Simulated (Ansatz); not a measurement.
## Ligand exchange: C2H3Cl + GeH2(CH3)(SH) → C2H4S + GeH2(CH3)Cl

Species: C2H3Cl `C=CCl`, singlet; GeH2(CH3)(SH), singlet; C2H4S `C=CS`, singlet; GeH2(CH3)Cl, singlet. The partners trade Cl for SH: C–Cl and Ge–SH bonds give way to C–SH and Ge–Cl.

Shapes, held fixed at every level: PBE0-D4/def2-TZVP. Flexible molecules stand in one conformer, not always the lowest. Programs: Ansatz 0.2.0. Electronic energies: no zero-point or thermal term.

```
               level                   kind  ΔE (kJ/mol)  less CCSD(T)/def2-TZVPP  CPU time (sum over the molecules)
   PBE-D4/def2-TZVPP                    GGA        -43.3                     +1.3                               14 s
r2SCAN-D4/def2-TZVPP               meta-GGA        -47.4                     -2.8                               28 s
  PBE0-D4/def2-TZVPP          global hybrid        -45.2                     -0.6                               18 s
   B2PLYP/def2-TZVPP          double hybrid        -47.5                     -2.9                               29 s
      MP2/def2-TZVPP    perturbation theory        -46.2                     -1.6                                  –
     CCSD/def2-TZVPP  coupled cluster or CI        -45.8                     -1.2                                  –
  CCSD(T)/def2-TZVPP  coupled cluster or CI        -44.6                      0.0                            3.5 min
```

The highest level, CCSD(T)/def2-TZVPP, gives ΔE = -44.6 kJ/mol; the levels span -47.5 to -43.3. The column of differences is taken from that level and isn't an error. No measured value is set beside it here. Relativity is left out for Ge unless named. Correlated rows may include outer-core shells of Ge, which these sets cover unevenly. Times are processor times on shared x86 and Arm servers, and rough.
